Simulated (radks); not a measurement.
Effect of the nuclear size on the phosphorus ion P+, [Ne] 3s2 3p2. Calculated with a radial shooting solver on a logarithmic mesh with Libxc functionals: Dirac Kohn-Sham, exchange-only LDA, spin-unpolarised, spherical densities, finite nucleus; open shells fill j = l - 1/2 first; Fermi nuclear charge, rms radius 3.1889 fm. The rms radius is varied about that value; shifts are against it.

| rms radius (fm) | total energy shift (eV) | density at nucleus (e/bohr^3) | 1s1/2 shift (meV) | 2s1/2 shift (meV) |
|---|---|---|---|---|
| 2.6021 | -0.00245 | 2375 | -1.03 | -0.069 |
| 3.0454 | -0.000645 | 2370 | -0.270 | -0.018 |
| 3.1889 | 0 | 2368 | 0.000 | 0.000 |
| 3.3196 | 0.000613 | 2367 | 0.256 | 0.017 |
| 3.6704 | 0.00238 | 2363 | 0.995 | 0.066 |

Slopes of the eigenvalues against <r^2> in GHz/fm^2, as finite differences over the two radii next to the reference (eigenvalue slopes, not the field-shift constants of lines): 1s1/2 72.9, 2s1/2 4.87.
